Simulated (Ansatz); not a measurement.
Born–Oppenheimer molecular dynamics of Cl2H7NO2SiZr (14 atoms, charge 0, multiplicity 1). It starts at the highest image of a converged band. Of that band: Neighbouring images differ by up to 1.5 eV, so the band resolves the path poorly. A vibrational analysis at the climbing image gives one clearly imaginary mode, 1184i cm⁻¹: a first-order saddle point.

All numbers below come from Ansatz 0.2.0, RHF/def2-SVP.

| Property | Result |
| --- | --- |
| ensemble | NVE (velocity Verlet) |
| time step | 0.5 fs |
| steps asked | 200 |
| starting velocities drawn for | 300 K |
| seed | 4523 |

First frame:

```xyz
14
Properties=species:S:1:pos:R:3
Zr 0.148 0.218 0.148
N -0.077 -0.416 2.253
H -0.978 -0.327 2.698
H 0.284 -1.321 2.517
O 1.614 -0.664 -0.670
H 2.174 -1.120 -1.275
Cl -0.465 2.326 -0.865
Cl -1.757 -1.077 -0.583
O 1.327 1.386 1.631
Si 2.329 2.680 1.960
H 3.489 2.199 2.742
H 2.784 3.255 0.682
H 1.594 3.689 2.751
H 0.819 0.660 2.297
```

How far do the bonds stretch over the last three quarters of this one trajectory? (Pairs bonded in most of those frames.)


| bond | mean (Å) | spread (Å) | shortest | longest |
| --- | --- | --- | --- | --- |
| Zr1–N2 | 2.088 | 0.060 | 2.01 | 2.19 |
| Zr1–O5 | 1.908 | 0.017 | 1.88 | 1.93 |
| Zr1–Cl7 | 2.473 | 0.052 | 2.36 | 2.54 |
| Zr1–Cl8 | 2.407 | 0.052 | 2.34 | 2.50 |
| Zr1–O9 | 2.488 | 0.164 | 2.22 | 2.71 |
| N2–H3 | 1.009 | 0.017 | 0.98 | 1.04 |
| N2–H4 | 1.009 | 0.011 | 0.99 | 1.03 |
| O5–H6 | 0.944 | 0.008 | 0.93 | 0.96 |
| O9–Si10 | 1.701 | 0.017 | 1.67 | 1.73 |
| O9–H14 | 0.960 | 0.022 | 0.93 | 1.03 |
| Si10–H11 | 1.480 | 0.016 | 1.45 | 1.50 |
| Si10–H12 | 1.470 | 0.024 | 1.43 | 1.51 |
| Si10–H13 | 1.473 | 0.020 | 1.44 | 1.50 |

Pairs bonded in part of these frames only: Zr1–H14 37 %.

Mean temperature of the second half: 292 K. The conserved energy stayed within 0.087 meV per atom of its start (net change 0.038 meV per atom), so the integration is sound. A run of 0.1 ps of so small a system gives no equilibrium averages. The orbitals stay closed-shell, which can raise the energy where a bond breaks towards radicals; this wasn't checked here.

Run time: 9.3 min on 4 threads of Arm Neoverse V1, on a shared host, peak memory 0.52 GiB.
